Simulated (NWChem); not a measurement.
System: CH3FN2Zn; SMILES C1=[NH]->[Zn]([F])[NH]1

```xyz
8

Zn     0.0012     0.4800     0.0000
F     -0.0021     2.2250     0.0000
C     -0.0013    -1.9098     0.0000
N     -0.0003    -1.1876    -1.1096
N     -0.0003    -1.1876     1.1096
H     -0.0030    -3.0047     0.0000
H     -0.0007    -1.6672    -1.9996
H     -0.0007    -1.6672     1.9996
```
Atoms are numbered in this order, from 1.

All runs: NWChem. Medium grid unless said otherwise, to which SCAN and Minnesota functionals are sensitive. The geometry was optimised at B3LYP/6-31G* (spherical d).

Task: Predict the results for MN15/def2-SVP. Quantities: highest occupied level (eV); orbital gap (eV); dipole (D).

Result: 
```json
{
 "highest occupied level (eV)": "-7.52",
 "orbital gap (eV)": "8.36",
 "dipole (D)": "4.99"
}
```
